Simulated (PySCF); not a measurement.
**Stretching MgBi**

Set-up: Mg def2-SVPD, Bi def2-SVPD with ECP60; scalar-relativistic core potentials (PySCF 2.14). Energies in eV from Mg + Bi in their ground configurations at the same level. State: ⁴Σ⁻ (quartet), unpaired electrons σ ↑, π ↑↑.

All columns are PBE0. A positive dipole means Mg(−)Bi(+).

| R (Å) | E (eV) | μ (D) | Mulliken charge on Mg (basis-dependent) | HOMO (eV) | LUMO (eV) | Mayer bond order | ⟨S²⟩ |
| --- | --- | --- | --- | --- | --- | --- | --- |
| 2.554 | -0.191 | -0.34 | -0.04 | -4.53 | -3.05 | 1.20 | 3.76 |
| 2.673 | -0.405 | -0.50 | -0.02 | -4.60 | -2.92 | 1.13 | 3.76 |
| 2.792 | -0.517 | -0.66 | 0.00 | -4.67 | -2.81 | 1.06 | 3.76 |
| 2.881 | -0.554 | -0.76 | 0.01 | -4.71 | -2.74 | 1.01 | 3.76 |
| 2.970 | -0.562 | -0.85 | 0.02 | -4.76 | -2.67 | 0.95 | 3.77 |
| 3.059 | -0.550 | -0.92 | 0.02 | -4.80 | -2.62 | 0.89 | 3.77 |
| 3.178 | -0.513 | -0.99 | 0.03 | -4.86 | -2.55 | 0.81 | 3.77 |
| 3.326 | -0.450 | -1.03 | 0.03 | -4.93 | -2.49 | 0.71 | 3.78 |
| 3.505 | -0.366 | -1.00 | 0.03 | -5.01 | -2.50 | 0.58 | 3.78 |
| 3.742 | -0.264 | -0.87 | 0.03 | -5.11 | -2.54 | 0.43 | 3.78 |

A fit through these points gives, at Re = 2.957 Å, μ = -0.84 D and dμ/dR = -0.946 D/Å; the reduced mass is 21.52 u.

Problem. How strong is the fundamental in the double-harmonic approximation, I = 42.26·(dμ/dR)²/μred km/mol?

Solution. I = 42.26·(-0.946)²/21.52 = 1.76 km/mol at PBE0.

These are scalar-relativistic numbers at best; spin–orbit coupling would shift them, the dissociation energy most. The state is the lowest determinant that a PBE0 search found; another state may lie lower at other levels.
